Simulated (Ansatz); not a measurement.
Reaction (silylene formation by 1,1-elimination): `O[Si](F)(F)Br` → `F[Si]Br` + `OF`

Calculated with Ansatz (gas phase, PBE0-D4/def2-TZVP geometries, no zero-point term in ΔE). CCSD(T)/CBS adds triple-zeta CCSD(T) − MP2 to the extrapolated MP2 energy (def2 sets, frozen cores). This one scheme is used for every species. Functionals use def2-TZVPP. HSE06 is defined as in plane-wave codes. For Br outer-core shells are correlated without core-valence functions, which leaves a few kJ/mol of doubt a bond. Scalar relativity is left out up to krypton. Each species was taken in one conformer, which may not be the lowest.

`O[Si](F)(F)Br`:

```xyz
6

O    -0.070   -1.205   -0.487
Si   -0.041    0.294    0.098
F     0.266    0.303    1.645
F     1.103    1.150   -0.570
Br   -1.967    1.217   -0.277
H     0.710   -1.759   -0.408
```

`F[Si]Br`:

Z-matrix (Å, degrees):
```
Si
F 1 1.602
Br 1 2.255 2 100.7
```

`OF`:

```xyz
3

O     0.216   -0.234   -0.419
F    -0.085   -0.432    0.941
H    -0.131    0.665   -0.522
```

Problem. Is it downhill or uphill in electronic energy at CCSD(T)/CBS, and by how much? (An estimate is asked.)

Solution. Ansatz gave: Uphill: ΔE = +8.63 eV.

Problem. What do these levels give: LDA (SPW92), revPBE-D4, HSE06-D4, r2SCAN, PBE0, r2SCANh, BHLYP, CAM-B3LYP, LC-ωPBE, RPA@PBE/def2-TZVPP, HF/def2-TZVPP, CCSD(T)/def2-TZVPP? (Best estimate.)

Solution. Computed: LDA (SPW92) 8.42, revPBE-D4 7.78, HSE06-D4 8.36, r2SCAN 8.53, PBE0 8.30, r2SCANh 8.65, BHLYP 8.67, CAM-B3LYP 8.42, LC-ωPBE 8.61, RPA@PBE/def2-TZVPP 7.96, HF/def2-TZVPP 8.95, CCSD(T)/def2-TZVPP 8.49 eV.

Largest T1 diagnostic among the species: 0.012.

From r2SCAN to r2SCAN0 (25 % exact exchange), in def2-TZVPP and without D4, ΔE moves by +0.28 eV. At CCSD(T), def2-SVP lies −0.70 eV from the extrapolated value and def2-TZVPP −0.14 eV. Leaving LDA and LC-ωPBE aside and taking each functional with its dispersion term where it has one, the values, not all of them listed here, spread over 1.08 eV, from BLYP-D4 to PBE-QIDH. LDA lies +0.62 eV from PBE without D4.
